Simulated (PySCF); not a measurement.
# Ge²⁺ (germanium, charge +2) across methods

[Ar] 3d9 4s2 4p1, one real determinant (an excited configuration). Computed with PySCF 2.14 in aug-cc-pVTZ-DK (7s6p4d2f, 59 functions), with the spin-free X2C one-electron Hamiltonian (Gaussian nucleus).

| method | E (hartree) | mean ε 4s α (eV) | mean ε 4s β (eV) | mean ε 4p α (eV) | Σ⟨r²⟩ (bohr²) | ⟨S²⟩ |
| --- | --- | --- | --- | --- | --- | --- |
| UHF | -2095.06741 | -38.189 | -35.094 | -27.817 | 23.05 | 2.010 |
| r2SCAN | -2096.613 | -33.459 | -31.997 | -23.653 | 22.74 | 2.005 |
| LDA | -2093.315 | -33.335 | -32.215 | -23.213 | 22.71 | 2.001 |
| wB97X-V | -2096.469 | -37.091 | -35.512 | -26.803 | 22.83 | 2.003 |
| PBE0 | -2096.385 | -34.547 | -32.914 | -24.513 | 22.79 | 2.003 |
| MN15 | -2097.993 | -35.115 | -33.676 | -25.243 | 22.82 | 2.003 |
| M06-2X | -2096.732 | -35.560 | -33.280 | -25.613 | 22.95 | 2.004 |
| r2SCAN0 | -2096.588 | -34.862 | -33.079 | -24.848 | 22.77 | 2.006 |
| PBE | -2096.351 | -33.036 | -31.804 | -23.180 | 22.78 | 2.002 |

⟨L²⟩ = 8.03 against 12 for a pure F term, so this real determinant mixes terms.
